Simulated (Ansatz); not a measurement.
Consider the atomization: `CC(C)(C)[NH][Ga]([Cl])[Cl]` → 4 C• + 2 Cl• + Ga• + 10 H• + N•.

Gas-phase electronic energies from Ansatz, PBE0-D4/def2-TZVP geometries. CCSD(T)/CBS is the MP2 limit (def2-TZVPP, def2-QZVPP) plus CCSD(T) − MP2 in def2-TZVPP, frozen cores. This one scheme is used for every species, atoms too. For atomizations the MP2-based limit and the directly extrapolated one differ by several kJ/mol either way, and by 10 to 25 for some Ge, Se and Sn compounds, so smaller differences from it don't rank the levels. Functionals use def2-TZVPP. No spin–orbit coupling; open shells (•) take unrestricted orbitals. Spin–orbit coupling would lower the free atoms: a little for C, Cl; clearly for Ga. Bonds to Ga are less sure, by a few kJ/mol each and by 10 to 20 or more in all where they break to atoms, as the def2 sets lack core-valence functions. Scalar relativity is left out up to krypton. One conformer a species, not always the lowest.

CCSD(T)/CBS gives +6763.5 kJ/mol.

**Question.** Another level gave +6792.9 kJ/mol. Which?
A. revPBE/def2-TZVPP
B. PBE0-D4/def2-TZVPP
C. SCS-MP2/def2-TZVPP
D. HF/def2-TZVPP

**Answer.** B. PBE0-D4 6792.9, HF/def2-TZVPP 4988.6, SCS-MP2/def2-TZVPP 6672.9, revPBE 6566.6 kJ/mol.

Largest T1 diagnostic among the species: 0.013.

In def2-TZVPP, CCSD(T) changes the Hartree–Fock value by +1621.5 kJ/mol (the triples alone add +99.9 kJ/mol) and MP2 by +1733.2 kJ/mol; breaking electron pairs costs correlation energy, which Hartree–Fock lacks. From r2SCAN to r2SCAN0 (25 % exact exchange), in def2-TZVPP and without D4, ΔE moves by −75.4 kJ/mol: exact exchange takes away binding that semilocal exchange gives to molecules. The D4 term adds +84.6 kJ/mol with B3LYP and +45.7 kJ/mol with PBE0; it sums over pairs of atoms, weighted by their polarisabilities, and B3LYP, whose exchange is more repulsive, gets the larger term.

B3LYP here is the variant with VWN-RPA as its local correlation; programs differ in this.
